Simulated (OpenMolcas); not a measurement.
# OpenMolcas run: Cr2+

Input:

```
&GATEWAY
Coord
1

Cr 0.0 0.0 0.0
Basis=ANO-R2
Group=XYZ
NoMove
AngMom=0.0 0.0 0.0
AMFI
&SEWARD
* reference wave functions (RASSCF and RASSI steps not shown): 4 electrons in 10 orbitals (3d 4d)
>>> COPY JOB001 $Project.JobIph
&CASPT2
Multistate=5 1 2 3 4 5
Frozen=2 3
IPEA=0.25
Imaginary=0.1
MaxIter=60
WThr=0.0 0.3 0.05
PrWF=0.5
NoMix
>>> COPY JOB002 $Project.JobIph
&CASPT2
Multistate=45 1 2 3 4 5 6 7 8 9 10 11 12 13 14 15 16 17 18 19 20 21 22
23 24 25 26 27 28 29 30 31 32 33 34 35 36 37 38 39 40 41 42 43 44 45
Frozen=2 3
IPEA=0.25
Imaginary=0.1
MaxIter=60
WThr=0.0 0.3 0.05
PrWF=0.5
NoMix
>>> COPY JOB003 $Project.JobIph
&CASPT2
Multistate=44 1 2 3 4 5 6 7 8 9 10 11 12 13 14 15 16 17 18 19 20 21 22
23 24 25 26 27 28 29 30 31 32 33 34 35 36 37 38 39 40 41 42 43 44
Frozen=2 3
IPEA=0.25
Imaginary=0.1
MaxIter=60
WThr=0.0 0.3 0.05
PrWF=0.5
NoMix
```

Output, cut to the results:

```
--- CASPT2 ---
Orbital specifications:
      -----------------------

      Symmetry species                           1   2
                                                ag  au
      Frozen orbitals                            2   3
      Inactive orbitals                          1   3
      Active orbitals                           10   0
      Secondary orbitals                        13  20
      Deleted orbitals                           0   0
      Number of basis functions                 26  26
Type of calculation                        MS-CASPT2
      Fock operator                              state-specific
      IPEA shift                                 0.25
      Real shift                                 0.00
      Imaginary shift                            0.10
      The input orbitals will be transformed to quasi-canonical
Reference energy:       -1048.9159372024
      E2 (Non-variational):      -0.2864804109
      Shift correction:          -0.0000740673
      E2 (Variational):          -0.2865544782
      Total energy:           -1049.2024916806
      Residual norm:              0.0000002516
      Reference weight:           0.95927
      Contributions to the CASPT2 correlation energy
      Active & Virtual Only:         -0.0216941585
      One Inactive Excited:          -0.1462419080
      Two Inactive Excited:          -0.1185443445
Reference energy:       -1048.9159372024
      E2 (Non-variational):      -0.2864674810
      Shift correction:          -0.0000740380
      E2 (Variational):          -0.2865415190
      Total energy:           -1049.2024787214
      Residual norm:              0.0000002487
      Reference weight:           0.95928
      Contributions to the CASPT2 correlation energy
      Active & Virtual Only:         -0.0216932244
      One Inactive Excited:          -0.1462294265
      Two Inactive Excited:          -0.1185448301
::    CASPT2 Root  1     Total energy:  -1049.20249168
::    CASPT2 Root  2     Total energy:  -1049.20247872
::    CASPT2 Root  3     Total energy:  -1049.20250262
::    CASPT2 Root  4     Total energy:  -1049.20250424
::    CASPT2 Root  5     Total energy:  -1049.20249686
::    MS-CASPT2 Root  1     Total energy:  -1049.20252288
::    MS-CASPT2 Root  2     Total energy:  -1049.20251347
::    MS-CASPT2 Root  3     Total energy:  -1049.20250507
::    MS-CASPT2 Root  4     Total energy:  -1049.20248144
::    MS-CASPT2 Root  5     Total energy:  -1049.20245127
--- CASPT2 ---
Orbital specifications:
      -----------------------

      Symmetry species                           1   2
                                                ag  au
      Frozen orbitals                            2   3
      Inactive orbitals                          1   3
      Active orbitals                           10   0
      Secondary orbitals                        13  20
      Deleted orbitals                           0   0
      Number of basis functions                 26  26
Type of calculation                        MS-CASPT2
      Fock operator                              state-specific
      IPEA shift                                 0.25
      Real shift                                 0.00
      Imaginary shift                            0.10
      The input orbitals will be transformed to quasi-canonical
Reference energy:       -1048.8300919406
      E2 (Non-variational):      -0.2891127166
      Shift correction:          -0.0000809604
      E2 (Variational):          -0.2891936771
      Total energy:           -1049.1192856177
      Residual norm:              0.0000008842
      Reference weight:           0.95843
      Contributions to the CASPT2 correlation energy
      Active & Virtual Only:         -0.0194497800
      One Inactive Excited:          -0.1550924485
      Two Inactive Excited:          -0.1145704881
Reference energy:       -1048.8300919406
      E2 (Non-variational):      -0.2891663682
      Shift correction:          -0.0000800887
      E2 (Variational):          -0.2892464569
      Total energy:           -1049.1193383975
      Residual norm:              0.0000008496
      Reference weight:           0.95842
      Contributions to the CASPT2 correlation energy
      Active & Virtual Only:         -0.0194531893
      One Inactive Excited:          -0.1550659731
      Two Inactive Excited:          -0.1146472058
::    CASPT2 Root  1     Total energy:  -1049.11928562
::    CASPT2 Root  2     Total energy:  -1049.11933840
::    CASPT2 Root  3     Total energy:  -1049.11927810
::    CASPT2 Root  4     Total energy:  -1049.11927519
::    CASPT2 Root  5     Total energy:  -1049.11929622
::    CASPT2 Root  6     Total energy:  -1049.11936311
::    CASPT2 Root  7     Total energy:  -1049.11929097
::    CASPT2 Root  8     Total energy:  -1049.11928679
::    CASPT2 Root  9     Total energy:  -1049.11928621
::    CASPT2 Root 10     Total energy:  -1049.11930196
::    CASPT2 Root 11     Total energy:  -1049.11930086
::    CASPT2 Root 12     Total energy:  -1049.12126729
::    CASPT2 Root 13     Total energy:  -1049.12127599
::    CASPT2 Root 14     Total energy:  -1049.12127146
::    CASPT2 Root 15     Total energy:  -1049.11531938
::    CASPT2 Root 16     Total energy:  -1049.11498123
::    CASPT2 Root 17     Total energy:  -1049.11485176
::    CASPT2 Root 18     Total energy:  -1049.11508693
::    CASPT2 Root 19     Total energy:  -1049.11523387
::    CASPT2 Root 20     Total energy:  -1049.11508293
::    CASPT2 Root 21     Total energy:  -1049.11525160
::    CASPT2 Root 22     Total energy:  -1049.10327337
::    CASPT2 Root 23     Total energy:  -1049.10328231
::    CASPT2 Root 24     Total energy:  -1049.10342463
::    CASPT2 Root 25     Total energy:  -1049.10339694
::    CASPT2 Root 26     Total energy:  -1049.10343995
::    CASPT2 Root 27     Total energy:  -1049.10362449
::    CASPT2 Root 28     Total energy:  -1049.10335047
::    CASPT2 Root 29     Total energy:  -1049.10341846
...
```

Levels above the lowest, from the spin-orbit matrix with the single-state CASPT2 energies, averaged by term, on its diagonal:

| Configuration | Term | J | E (cm⁻¹) | Measured (cm⁻¹) | g | Term weight % |
| --- | --- | --- | --- | --- | --- | --- |
| 3d⁴ | ⁵D | 0 | 0.0 | 0.0 |  | 100 |
| 3d⁴ | ⁵D | 1 | 67.3 | 62.2 | 1.501 | 100 |
| 3d⁴ | ⁵D | 2 | 199 | 183 | 1.501 | 100 |
| 3d⁴ | ⁵D | 3 | 392 | 357 | 1.501 | 100 |
| 3d⁴ | ⁵D | 4 | 641 | 576 | 1.501 | 100 |
| 3d⁴ | ³P(1) | 0 | 17470 | 16771 |  | 100 |
| 3d⁴ | ³P(1) | 1 | 17870 | 17169 | 1.501 | 100 |
| 3d⁴ | ³H | 4 | 18460 | 17274 | 0.802 | 99 |
| 3d⁴ | ³P(1) | 2 | 18580 | 17851 | 1.501 | 100 |
| 3d⁴ | ³H | 5 | 18610 | 17397 | 1.034 | 99 |
| 3d⁴ | ³H | 6 | 18780 | 17531 | 1.167 | 100 |
| 3d⁴ | ³F(1) | 2 | 19450 | 18452 | 0.666 | 100 |
| 3d⁴ | ³F(1) | 3 | 19520 | 18511 | 1.079 | 99 |
| 3d⁴ | ³F(1) | 4 | 19610 | 18583 | 1.246 | 98 |
| 3d⁴ | ³G | 3 | 21980 | 20704 | 0.754 | 99 |
| 3d⁴ | ³G | 4 | 22160 | 20853 | 1.052 | 98 |
| 3d⁴ | ³G | 5 | 22330 | 20996 | 1.199 | 99 |
| 3d⁴ | ¹G(1) | 4 | 26960 | 25139 | 1.000 | 99 |
| 3d⁴ | ³D | 3 | 27170 | 25726 | 1.334 | 100 |
| 3d⁴ | ³D | 2 | 27220 | 25781 | 1.167 | 100 |
| 3d⁴ | ³D | 1 | 27260 | 25848 | 0.499 | 100 |
| 3d⁴ | ¹I | 6 | 28040 | 26015 | 1.000 | 100 |
| 3d⁴ | ¹S | 0 | 28760 | 27372 |  | 100 |
| 3d⁴ | ¹D | 2 | 34420 | 32152 | 1.000 | 100 |

Against the 23 measured excited levels shown (Sugar and Corliss, J. Phys. Chem. Ref. Data 6, 317 (1977)) the mean absolute deviation is 1100 cm-1; the largest miss in energy is 3d⁴ ¹D₂: computed 34420, measured 32152 cm⁻¹ (+7.0 %), and the largest in proportion 3d⁴ ⁵D₄ (+11.2 %).

CASPT2 breaks the degeneracy within a term, and the mean is taken; among the terms shown or strongly mixed into the levels shown the widest spread is 170 cm-1 (3d⁴ ¹I). Active for correlation alone: 4d; no level in the range computed is led by a configuration that fills it, so any true level of that kind is missing. Measured partners are found by configuration, term and J. A level has none where our copy of the source lacks it or the pairing is in doubt (some pairs that miss far off the trend of their configuration count as doubtful), and it then counts in no deviation. Levels of configurations outside the active space are missing. The first state left out of the spin-orbit step lies near 78000 cm-1 above the lowest spin-free state of the reference (among the parities and spins computed), and the list stops at four fifths of that energy or lower. The table shows the lowest 24 of 32 levels.

The term weight is that of the spin-free term in the level, not the purity of its configuration. A number in round brackets counts repeated terms of one configuration in the order of the reference energies.
